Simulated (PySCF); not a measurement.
C4H5BClN.
SMILES with atom numbers: `[Cl:1][C:2]1=[CH:3][NH:4][BH:5][CH:6]=[CH:7]1` (hydrogens: H8 on C3; H9 on N4; H10 on B5; H11 on C6; H12 on C7)

Theory: PySCF 2.14.0, BHandHLYP/def2-SVP geometry optimisation, gas phase.

Task: Give the optimised bond lengths and angles.

Result: 
```
  bond  length (Å)
Cl1–C2       1.737
 C2=C3       1.357
 C3–N4       1.356
 N4–B5       1.425
 B5–C6       1.516
 C6=C7       1.364
 C2–C7       1.422
 C3–H8       1.083
 N4–H9       1.006
B5–H10       1.197
C6–H11       1.086
C7–H12       1.086
```

A selection of angles:
```
    angle  degrees
Cl1–C2–C3    119.5
Cl1–C2–C7    119.5
 C3–C2–C7    121.0
 C2–C3–N4    120.3
 C2–C3–H8    121.4
 N4–C3–H8    118.3
 C3–N4–B5    123.8
 C3–N4–H9    115.6
 B5–N4–H9    120.6
 N4–B5–C6    114.7
N4–B5–H10    118.3
C6–B5–H10    127.0
 B5–C6–C7    119.0
B5–C6–H11    123.2
C7–C6–H11    117.8
C6–C7–H12    121.8
 C2–C7–C6    121.1
C2–C7–H12    117.1
```

Torsions: Cl1–C2–C3–N4 180° (antiperiplanar); C2–C3–N4–B5 0° (synperiplanar); C3–N4–B5–C6 0° (synperiplanar); N4–B5–C6–C7 0° (synperiplanar); B5–C6–C7–C2 0° (synperiplanar); Cl1–C2–C7–C6 180° (antiperiplanar).

B5 (ring boron) is planar (angles 127.0°, 118.3° and 114.7°, sum 360.0°, 0.00 Å off the plane of its three neighbours). The 6-membered ring C2–C3–N4–B5–C6–C7 has internal angles of 114.7° to 123.8° (sum 720°, against 720° for a flat polygon); it is planar, 0.00 Å rms from its mean plane, widest ring torsion 0°. The 3 C–C bonds span 1.357 Å (C2=C3, drawn double) to 1.422 Å (C2–C7, drawn single), a spread of 0.065 Å. N4 (ring nitrogen) is planar (angles 123.8°, 120.6° and 115.6°, sum 360.0°, 0.00 Å off the plane of its three neighbours). The 7 heavy atoms lie in one plane (0.000 Å rms).

Point group: Cs (every atom within 0.08 Å of its image). No frequency check.

Time: 30 s wall; peak memory 0.57 GiB. Hardware: one thread of an Arm Neoverse V1 (shared host). That covers the optimisation of the geometry.
